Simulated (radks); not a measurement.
Numerical settings for neutral boron, [He] 2s2 2p1. All-electron calculation, non-relativistic Kohn-Sham, BLYP, spin-polarised, spherical densities, point nucleus; open shells are filled with parallel spins first. Program: a radial shooting solver on a logarithmic mesh with Libxc functionals. The defaults (mesh step 0.008 in ln r, mesh end at 40 bohr or more with all orbitals vanishing there, Anderson mixing 0.5 over 9 steps, residual threshold near 1e-9 with the energy settled to 1e-9 hartree or 1e-11 of itself, here a cap of 73 iterations) give E = -24.6458 hartree and 2p at -3.882 eV in 13 iterations. Times are rough (one thread of a shared host). Changes against that run (0 stands for a change within the tolerance of the run):

\begin{tabular}{lrrrrr}
setting & iterations & converged & E (mhartree) & e(2p) (meV) & CPU (s) \\ \hline
mesh step in ln r 0.03 & 13 & yes & 0 & 0 & 0.03 \\
mesh step in ln r 0.08 & 13 & yes & +0.000383 & 0 & 0.02 \\
mesh step in ln r 0.012 & 13 & yes & 0 & 0 & 0.05 \\
mesh end (bohr) 1 & 13 & level above zero & +2.59e+04 & +2.07e+05 & 0.05 \\
mesh end (bohr) 8 & 13 & yes & +0.995 & +93.8 & 0.07 \\
residual threshold 0.01 & 8 & yes & 0 & +0.151 & 0.05 \\
residual threshold 1e-16 & 73 & no & 0 & 0 & 0.27 \\
mixing 1.5 & 13 & yes & 0 & 0 & 0.07 \\
linear mixing, mixing 1 & 39 & yes & 0 & 0 & 0.16 \\
linear mixing, mixing 0.05 & 73 & no & +0.00594 & -106 & 0.31 \\
mixing history 20 & 18 & yes & 0 & 0 & 0.09 \\
iteration cap 5 & 5 & no & +0.00178 & -22.7 & 0.03 \\
\end{tabular}

Settled on a wrong energy, with an occupied level pushed above zero by the early mesh end: mesh end (bohr) 1 (+25.9 hartree). Apart from these: no run marked as converged misses the energy by more than 1 mhartree. A mesh that ends early acts as a hard wall.
